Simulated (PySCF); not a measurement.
Gas-phase reaction: B3O3F3 + 3 H2O2 → 3 BF(OH)2 + O3. Level: PBE0/def2-QZVP†; standard pressure 1 bar.

Method: PySCF energies plus ideal-gas RRHO corrections (1 bar). S°(298 K) at PBE0/def2-TZVP differs from the NASA 1993 table for H2O2 (-8 J/mol/K); whether the harmonic model or the table's entry is off was not settled. † marks an energy on the PBE0/def2-TZVP geometry and frequencies. All species are closed-shell singlets. No R ln 2 is added for the mirror-image form of H2O2. BF(OH)2: computed as isolated molecules; such fragments, hydroxides, amides, oligomers or adducts are transient or little studied in the gas. The harmonic model lacks anharmonicity and excited electronic states, which grow with temperature; levels with a mode under 35 cm⁻¹ are left out. Strong static correlation: O3. Internal rotation in H2O2, BF(OH)2 is treated as a harmonic vibration of one conformer, which makes the entropy rough.

```tsv
T (K)	1000/T (1/K)	log10 K
1200	0.8333	11.14
1400	0.7143	?
1600	0.6250	8.95
1800	0.5556	8.22
2000	0.5000	7.64
2500	0.4000	6.59
```

### Question
Fit log10 K = a + b·(1000/T) to the five rows, get the mean ΔH° and ΔS°, and predict log10 K at 1400 K.

### Answer
Means: 1000/T = 0.5828, log10 K = 8.508. Sums of products about the means: Sxy = 1.10828, Sxx = 0.105543, so b = Sxy/Sxx = 10.50 and a = 8.508 − (10.50)×0.5828 = 2.39.
ΔH° = −R ln 10 × 1000 K × b = −19.145 × (10.50) = -201 kJ; ΔS° = R ln 10 × a = 46 J/K. The run's own values go from -202 kJ and 45 J/K at 1200 K to -201 kJ and 46 J/K at 2500 K.
Prediction at 1400 K: 2.39 + (10.50)×0.7143 = 9.89. The computed value is 9.89, 0.00 from the line.
For scale, ΔH°(298 K) is -204 kJ at this level, -184 kJ at ωB97M-V/def2-TZVP†, and runs from -290 to -31 kJ over the 19 levels computed.
